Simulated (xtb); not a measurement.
xtb input (GFN2-xTB):

```bash
xtb mol.xyz --gfn 2 --sp --chrg 0 --uhf 0
```
mol.xyz:
```
9

Cl     1.69546886     1.05140801    -0.09614596
C      0.23579139     0.14423587    -0.01331211
C     -1.08953680     0.67951293     0.02147043
C     -1.90992832    -0.39664431     0.08487262
O     -1.18813229    -1.55010719     0.09157122
C      0.12758488    -1.20685654     0.03102123
H     -1.36872549     1.71825903     0.00125058
H     -2.97850619    -0.50725942     0.12904656
H      0.84585251    -2.00556590     0.02730132
```

End of the output:

```
         :::::::::::::::::::::::::::::::::::::::::::::::::::::
         ::                     SUMMARY                     ::
         :::::::::::::::::::::::::::::::::::::::::::::::::::::
         :: total energy             -18.692400339547 Eh    ::
         :: gradient norm              0.030005328528 Eh/a0 ::
         :: HOMO-LUMO gap              4.569095270730 eV    ::
         ::.................................................::
         :: SCC energy               -18.886533288402 Eh    ::
         :: -> isotropic ES            0.011043631384 Eh    ::
         :: -> anisotropic ES         -0.001154956943 Eh    ::
         :: -> anisotropic XC          0.004678917572 Eh    ::
         :: -> dispersion             -0.006255206851 Eh    ::
         :: repulsion energy           0.194132948854 Eh    ::
         :: add. restraining           0.000000000000 Eh    ::
         :: total charge               0.000000000000 e     ::
         :::::::::::::::::::::::::::::::::::::::::::::::::::::

           -------------------------------------------------
          |                Property Printout                |
           -------------------------------------------------

    * Orbital Energies and Occupations

         #    Occupation            Energy/Eh            Energy/eV
      -------------------------------------------------------------
         1        2.0000           -1.0597873             -28.8383
       ...           ...                  ...                  ...
         4        2.0000           -0.6764624             -18.4075
         5        2.0000           -0.6098877             -16.5959
         6        2.0000           -0.5944753             -16.1765
         7        2.0000           -0.5792598             -15.7625
         8        2.0000           -0.5746410             -15.6368
         9        2.0000           -0.5183192             -14.1042
        10        2.0000           -0.5006234             -13.6227
        11        2.0000           -0.4948843             -13.4665
        12        2.0000           -0.4909722             -13.3600
        13        2.0000           -0.4763666             -12.9626
        14        2.0000           -0.4265904             -11.6081
        15        2.0000           -0.4239619             -11.5366
        16        2.0000           -0.4023975             -10.9498 (HOMO)
        17                         -0.2344864              -6.3807 (LUMO)
        18                         -0.1840806              -5.0091
        19                         -0.1433220              -3.9000
        20                          0.0069644               0.1895
        21                          0.0162492               0.4422
        22                          0.0163398               0.4446
        23                          0.0294074               0.8002
        24                          0.0629557               1.7131
        25                          0.1028960               2.7999
        26                          0.1247842               3.3955
        27                          0.1385474               3.7701
       ...                                ...                  ...
        32                          0.6673453              18.1594
      -------------------------------------------------------------
                  HL-Gap            0.1679112 Eh            4.5691 eV
             Fermi-level           -0.3184419 Eh           -8.6652 eV

     #   Z          covCN         q      C6AA      α(0)
     1  17 Cl       0.924    -0.169   104.435    15.634
     2   6 C        2.989     0.077    26.278     8.409
     3   6 C        3.002    -0.066    29.631     8.929
     4   6 C        3.034     0.069    26.419     8.431
     5   8 O        1.729    -0.173    16.915     5.553
     6   6 C        3.026     0.055    26.747     8.483
     7   1 H        0.926     0.065     2.137     2.286
     8   1 H        0.926     0.069     2.098     2.265
     9   1 H        0.926     0.073     2.047     2.238

 Mol. C6AA /au·bohr⁶  :       1559.739993
 Mol. C8AA /au·bohr⁸  :      44772.917467
 Mol. α(0) /au        :         62.227986

Wiberg/Mayer (AO) data.
largest (>0.10) Wiberg bond orders for each atom

 ---------------------------------------------------------------------------
     #   Z sym  total        # sym  WBO       # sym  WBO       # sym  WBO
 ---------------------------------------------------------------------------
     1  17 Cl   1.106 --     2 C    0.982
     2   6 C    3.907 --     6 C    1.580     3 C    1.243     1 Cl   0.982
     3   6 C    3.979 --     4 C    1.630     2 C    1.243     7 H    0.971
     4   6 C    3.910 --     3 C    1.630     5 O    1.132     8 H    0.964
                             6 C    0.143
     5   8 O    2.444 --     4 C    1.132     6 C    1.128
     6   6 C    3.908 --     2 C    1.580     5 O    1.128     9 H    0.964
                             4 C    0.143
     7   1 H    0.996 --     3 C    0.971
     8   1 H    0.995 --     4 C    0.964
     9   1 H    0.995 --     6 C    0.964
 ---------------------------------------------------------------------------

Topologies differ in total number of bonds
Writing topology from bond orders to xtbtopo.mol

molecular dipole:
                 x           y           z       tot (Debye)
 q only:       -0.657      -0.200       0.031
   full:       -0.461      -0.137       0.022       1.223
molecular quadrupole (traceless):
                xx          xy          yy          xz          yz          zz
 q only:        0.905      -3.745      -0.544       0.063       0.149      -0.361
  q+dip:        1.502      -3.652       0.374      -0.021       0.073      -1.876
   full:        1.680      -3.300      -0.671      -0.005       0.116      -1.009

           -------------------------------------------------
          | TOTAL ENERGY              -18.692400339547 Eh   |
          | GRADIENT NORM               0.030005328528 Eh/α |
          | HOMO-LUMO GAP               4.569095270730 eV   |
           -------------------------------------------------

------------------------------------------------------------------------
Note: The following floating-point exceptions are signalling: IEEE_UNDERFLOW_FLAG IEEE_DENORMAL
normal termination of xtb
------------------------------------------------------------------------
 total:
 SCF:
```
